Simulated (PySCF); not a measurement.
tetramethyldisiloxane (C4H14OSi2), singlet, geometry from GFN2-xTB; R2SCAN/def2-SV(P) in PySCF.

The PySCF input:
```python
from pyscf import gto, scf, dft

mol = gto.M(
    atom='''
C     2.148270    1.529435   -0.107587
Si    1.580825   -0.189210    0.472457
C     2.016493   -1.503436   -0.829524
O    -0.028728   -0.177271    0.714289
Si   -1.614500   -0.010651    0.387703
C    -1.953864    1.753202   -0.233527
C    -2.128104   -1.283731   -0.926669
H     1.729699    1.783987   -1.077910
H     1.835949    2.298381    0.592836
H     3.229183    1.582519   -0.193071
H     2.114960   -0.527354    1.796029
H     1.628438   -2.476736   -0.544053
H     3.090976   -1.600792   -0.950142
H     1.598106   -1.259042   -1.802540
H    -2.251217   -0.269474    1.683500
H    -1.461750    1.945914   -1.183380
H    -3.016258    1.926620   -0.374100
H    -1.591540    2.491383    0.475846
H    -1.870256   -2.291161   -0.613653
H    -1.633094   -1.101706   -1.877118
H    -3.198693   -1.259140   -1.104958
''',
    basis='def2-sv(p)',
    charge=0,
    spin=0,
    verbose=4,
)

mf = dft.RKS(mol)
mf.xc = 'r2scan'
mf.kernel()
```

What the program printed (banner, timings and long lists left out):

```
PySCF version 2.14.0

[INPUT] verbose = 4
[INPUT] num. atoms = 21
[INPUT] num. electrons = 74
[INPUT] charge = 0
[INPUT] spin (= nelec alpha-beta = 2S) = 0
[INPUT] symmetry False subgroup None
[INPUT] Mole.unit = angstrom
[INPUT] Symbol           X                Y                Z      unit          X                Y                Z       unit  Magmom
[INPUT]  1 C      2.148270000000   1.529435000000  -0.107587000000 AA    4.059641941619   2.890213275324  -0.203309964564 Bohr   0.0
[INPUT]  2 Si     1.580825000000  -0.189210000000   0.472457000000 AA    2.987326300866  -0.357555080029   0.892814335634 Bohr   0.0
[INPUT]  3 C      2.016493000000  -1.503436000000  -0.829524000000 AA    3.810619502103  -2.841082285812  -1.567573173754 Bohr   0.0
[INPUT]  4 O     -0.028728000000  -0.177271000000   0.714289000000 AA   -0.054288052107  -0.334993639828   1.349810583789 Bohr   0.0
[INPUT]  5 Si    -1.614500000000  -0.010651000000   0.387703000000 AA   -3.050962828110  -0.020127472953   0.732652487672 Bohr   0.0
[INPUT]  6 C     -1.953864000000   1.753202000000  -0.233527000000 AA   -3.692267844647   3.313071621040  -0.441302072691 Bohr   0.0
[INPUT]  7 C     -2.128104000000  -1.283731000000  -0.926669000000 AA   -4.021533724591  -2.425900007614  -1.751150618125 Bohr   0.0
[INPUT]  8 H      1.729699000000   1.783987000000  -1.077910000000 AA    3.268657387934   3.371246839784  -2.036954686930 Bohr   0.0
[INPUT]  9 H      1.835949000000   2.298381000000   0.592836000000 AA    3.469440788669   4.343310619904   1.120297676783 Bohr   0.0
[INPUT] 10 H      3.229183000000   1.582519000000  -0.193071000000 AA    6.102271476101   2.990527496921  -0.364851312596 Bohr   0.0
[INPUT] 11 H      2.114960000000  -0.527354000000   1.796029000000 AA    3.996695164410  -0.996554630694   3.394002921776 Bohr   0.0
[INPUT] 12 H      1.628438000000  -2.476736000000  -0.544053000000 AA    3.077301830834  -4.680352722851  -1.028111167248 Bohr   0.0
[INPUT] 13 H      3.090976000000  -1.600792000000  -0.950142000000 AA    5.841098097604  -3.025058462395  -1.795508159446 Bohr   0.0
[INPUT] 14 H      1.598106000000  -1.259042000000  -1.802540000000 AA    3.019982658024  -2.379244559325  -3.406306928574 Bohr   0.0
[INPUT] 15 H     -2.251217000000  -0.269474000000   1.683500000000 AA   -4.254183576965  -0.509232057691   3.181353930705 Bohr   0.0
[INPUT] 16 H     -1.461750000000   1.945914000000  -1.183380000000 AA   -2.762307162583   3.677244521957  -2.236264101288 Bohr   0.0
[INPUT] 17 H     -3.016258000000   1.926620000000  -0.374100000000 AA   -5.699901541028   3.640784146110  -0.706946543200 Bohr   0.0
[INPUT] 18 H     -1.591540000000   2.491383000000   0.475846000000 AA   -3.007574716290   4.708031541397   0.899218617470 Bohr   0.0
[INPUT] 19 H     -1.870256000000  -2.291161000000  -0.613653000000 AA   -3.534271622825  -4.329666797285  -1.159636105518 Bohr   0.0
[INPUT] 20 H     -1.633094000000  -1.101706000000  -1.877118000000 AA   -3.086100395670  -2.081922609790  -3.547238923491 Bohr   0.0
[INPUT] 21 H     -3.198693000000  -1.259140000000  -1.104958000000 AA   -6.044653726563  -2.379429752485  -2.088067999147 Bohr   0.0

nuclear repulsion = 476.128573182694
number of shells = 74
number of NR pGTOs = 248
number of NR cGTOs = 134
basis = def2-sv(p)
ecp = {}

******** <class 'pyscf.dft.rks.RKS'> ********
method = RKS
initial guess = minao
damping factor = 0
level_shift factor = 0
DIIS = <class 'pyscf.scf.diis.CDIIS'>
diis_start_cycle = 1
diis_space = 8
diis_damp = 0
SCF conv_tol = 1e-09
SCF conv_tol_grad = None
SCF max_cycles = 50
direct_scf = True
direct_scf_tol = 1e-13
XC library pyscf.dft.libxc version 7.1.2
    S. Lehtola, C. Steigemann, M. J. T. Oliveira, and M. A. L. Marques,  SoftwareX 7, 1–5 (2018)
XC functionals = r2scan
    J. W. Furness, A. D. Kaplan, J. Ning, J. P. Perdew, and J. Sun,  J. Phys. Chem. Lett. 11, 8208–8215 (2020)
    J. W. Furness, A. D. Kaplan, J. Ning, J. P. Perdew, and J. Sun,  J. Phys. Chem. Lett. 11, 9248–9248 (2020)
    J. W. Furness, A. D. Kaplan, J. Ning, J. P. Perdew, and J. Sun,  J. Phys. Chem. Lett. 11, 8208–8215 (2020)
    J. W. Furness, A. D. Kaplan, J. Ning, J. P. Perdew, and J. Sun,  J. Phys. Chem. Lett. 11, 9248–9248 (2020)
radial grids:
    Treutler-Ahlrichs [JCP 102, 346 (1995); DOI:10.1063/1.469408] (M4) radial grids

becke partition: Becke, JCP 88, 2547 (1988); DOI:10.1063/1.454033
pruning grids: <function nwchem_prune>
grids dens level: 3
symmetrized grids: False
atomic radii adjust function: <function treutler_atomic_radii_adjust>
small_rho_cutoff = 0
Set gradient conv threshold to 3.16228e-05
Initial guess from minao.
tot grids = 246232
init E= -814.601549428674
  HOMO = -0.355863833171945  LUMO = -0.0314785043702832  gap/eV = 8.82697
cycle= 1 E= -814.373391137661  delta_E= 0.228  |g|=    1  |ddm|= 4.31
  HOMO = -0.0914399916313475  LUMO = 0.0822221169045303  gap/eV = 4.72559
cycle= 2 E= -813.993518828462  delta_E= 0.38  |g|= 1.66  |ddm|= 2.89
  HOMO = -0.250144307954987  LUMO = 0.0370236023372934  gap/eV = 7.81424
cycle= 3 E= -814.576372721287  delta_E= -0.583  |g|= 0.279  |ddm|= 2.23
  HOMO = -0.250830033908133  LUMO = 0.0419606828154877  gap/eV = 7.96724
cycle= 4 E= -814.593835797243  delta_E= -0.0175  |g|= 0.0481  |ddm|= 0.306
  HOMO = -0.247277262818019  LUMO = 0.0436967936390351  gap/eV = 7.91781
cycle= 5 E= -814.594416094411  delta_E= -0.00058  |g|= 0.0115  |ddm|= 0.0656
  HOMO = -0.24861919526188  LUMO = 0.0427999937680319  gap/eV = 7.92992
cycle= 6 E= -814.594463092724  delta_E= -4.7e-05  |g|= 0.00158  |ddm|= 0.0196
  HOMO = -0.248600997507055  LUMO = 0.0428978380816227  gap/eV = 7.93209
cycle= 7 E= -814.594463789258  delta_E= -6.97e-07  |g|= 0.000244  |ddm|= 0.00243
  HOMO = -0.248647426561501  LUMO = 0.0428519186748013  gap/eV = 7.93210
cycle= 8 E= -814.594463810337  delta_E= -2.11e-08  |g|= 8.1e-05  |ddm|= 0.000593
  HOMO = -0.248641653473751  LUMO = 0.0428584255383981  gap/eV = 7.93212
cycle= 9 E= -814.594463812611  delta_E= -2.27e-09  |g|= 1.39e-05  |ddm|= 0.000144
  HOMO = -0.24864268303097  LUMO = 0.0428576701005103  gap/eV = 7.93213
cycle= 10 E= -814.594463812668  delta_E= -5.64e-11  |g|= 2.2e-06  |ddm|= 2.13e-05
  HOMO = -0.248642807400373  LUMO = 0.0428575912269524  gap/eV = 7.93213
Extra cycle  E= -814.594463812666  delta_E= 1.59e-12  |g|= 2.96e-06  |ddm|= 5.74e-06
converged SCF energy = -814.594463812666
```
